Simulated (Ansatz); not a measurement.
```yaml
crystal:
  periodic: [false, false, false]
  atoms:
    - {symbol: O, position_ang: [-1.400493, -0.379139, 1.977833]}
    - {symbol: C, position_ang: [-0.558436, 0.093641, 1.077944]}
    - {symbol: C, position_ang: [-0.060391, -0.033937, -0.112328]}
    - {symbol: Si, position_ang: [0.163773, -0.838333, -1.718432]}
    - {symbol: Cl, position_ang: [2.093513, -1.548510, -1.879870]}
    - {symbol: Xx, position_ang: [0.429836, 1.128207, 0.795192]}
    - {symbol: H, position_ang: [-1.359095, 0.172278, 2.766410]}
    - {symbol: H, position_ang: [-0.020642, 0.125986, -2.827334]}
    - {symbol: H, position_ang: [-0.759372, -1.986914, -1.860333]}
    - {symbol: H, position_ang: [1.427288, 1.063016, 1.233115]}
    - {symbol: H, position_ang: [0.109519, 2.146704, 0.568603]}
basis:
  gaussian: {orbitals: cc-pVTZ, final_grid: {core_spheres: 5, valence_spheres: 4, degree: 11}}
total_charge: 1
magnetization: {spin_polarized: true, initial_magnetization: 1}
hamiltonian: {xc: {name: CAM-B3LYP}}
accuracy: high
```

```sh
$ ansatz run in.yaml --threads 4 --pin off --events-out ev --progress --plain --max-ram 10444MiB
```

Shortened log:

```
Error: YAML parse error: error: line 9 column 16: `Xx` is not an element symbol (H … Og, case-exact)
 7 |     - {symbol: Si, position_ang: [0.163773, -0.838333, -1.718432]}
 8 |     - {symbol: Cl, position_ang: [2.093513, -1.548510, -1.879870]}
 9 |     - {symbol: Xx, position_ang: [0.429836, 1.128207, 0.795192]}
10 |     - {symbol: H, position_ang: [-1.359095, 0.172278, 2.766410]}
11 |     - {symbol: H, position_ang: [-0.020642, 0.125986, -2.827334]}
```

In this input an element symbol is wrong. The program refused the input.
